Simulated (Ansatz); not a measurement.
`[OH][In]([OH])[Br]`, charge 0, multiplicity 1.

Task: Give a relaxed structure at PBE0-D4/def2-TZVP (Ansatz 0.2.0). (Estimate.)

Result: Ansatz gave: 
Z-matrix (Å, degrees):
```
In
O 1 1.964
Br 1 2.441 2 120.6
O 1 1.972 2 117.9 3 180.0
H 2 0.962 1 111.4 3 180.0
H 4 0.961 1 112.6 2 -180.0
```
Point group Cs.
